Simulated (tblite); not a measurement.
Input of a run (GFN2-xTB geometry optimisation, gas phase (tblite 0.8.0)), started from a force field or distance geometry:
```
{"job": {"kind": "relax", "xc": "GFN2-xTB", "basis": "xTB"}, "charge": 0, "multiplicity": 2}
N      1.628200     1.502200    -1.624300
C      1.564500     0.389100    -1.349600
C      1.536100    -1.010000    -1.000500
C      0.665500    -1.553800    -0.185200
O     -0.335400    -0.897400     0.508900
C     -0.645200     0.477000     0.366600
C     -1.782800     0.843400     1.243500
N     -2.672700     1.113100     1.945800
H      0.737200    -2.648900     0.005000
H     -0.874400     0.662700    -0.676200
H      0.184300     1.125300     0.740000
```

Output (eV, eV/Å):
```
step      E/eV     max force
  0    -596.49391    3.720
  1    -596.48025    8.692
  2    -596.75976    3.102
  3    -596.66481    7.788
  4    -596.87447    1.225
  5    -596.89926    1.391
  6    -596.93583    0.611
  7    -596.98344    0.565
  8    -596.99373    0.484
  9    -597.01948    0.487
 10    -597.04072    0.719
 11    -597.06656    0.971
 12    -597.08435    0.653
 13    -597.09449    0.238
 14    -597.09964    0.217
 15    -597.10871    0.244
 16    -597.11497    0.261
 17    -597.12011    0.281
 18    -597.12598    0.256
 19    -597.13302    0.273
 20    -597.13935    0.262
 21    -597.14460    0.236
 22    -597.14945    0.440
 23    -597.15542    0.372
 24    -597.16340    0.308
 25    -597.16723    0.152
 26    -597.16917    0.105
 27    -597.17105    0.134
 28    -597.17273    0.141
 29    -597.17397    0.140
 30    -597.17497    0.134
 31    -597.17628    0.135
 32    -597.17969    0.262
 33    -597.18392    0.367
 34    -597.18828    0.337
 35    -597.19195    0.181
 36    -597.19360    0.164
 37    -597.19524    0.153
 38    -597.19668    0.183
 39    -597.19744    0.327
 40    -597.19847    0.088
 41    -597.19922    0.142
 42    -597.19995    0.087
 43    -597.20046    0.103
 44    -597.20114    0.119
 45    -597.20167    0.074
 46    -597.20196    0.045
 47    -597.20202    0.022
 48    -597.20204    0.025
 49    -597.20208    0.010
 50    -597.20210    0.017
 51    -597.20211    0.020
 52    -597.20213    0.019
 53    -597.20215    0.012
 54    -597.20217    0.012
 55    -597.20218    0.009
```

Task: Summarise the run.

Result: The energy falls by 16.3 kcal/mol over 55 L-BFGS steps, the largest force on an atom goes from 3.72 to 0.009 eV/Å, and the atoms move by 0.494 Å rms after alignment. The bond that changes most is C2–C3 (ends: carbon bonded to C and N; carbon bonded to 2 C), which shortens by 0.126 Å. Bonds longer at the end by more than 0.005 Å: 2 of 10; shorter: 6. Among the angles that change most is C2–C3–C4, from 124.5° to 174.6°. The energy rose by more than 1e-5 eV at steps 1 and 3.

Task: What are the final bond lengths?

Result: N1≡C2 1.170 Å, C2–C3 1.316 Å, C3=C4 1.306 Å, C4–O5 1.348 Å, O5–C6 1.418 Å, C6–C7 1.449 Å, C7≡N8 1.141 Å, C4–H9 1.087 Å, C6–H10 1.101 Å, C6–H11 1.102 Å. Numbering counts from 1 in the input's order; the species is `N#C/[C]=C\OCC#N` [radical].

Hardware: an AMD EPYC with one thread, no GPU, shared host with 64 logical CPUs at a one-minute load of 60. Cost: 0.45 s wall.

Its GFN2-xTB frequencies are all real (lowest 36 cm⁻¹).

Conformer computed: `[N:1]#[C:2]/[C:3]=[CH:4]\[O:5][CH2:6][C:7]#[N:8]`: C3–C4–O5–C6 0°, C4–O5–C6–C7 -179°.

One conformer stands for the species.
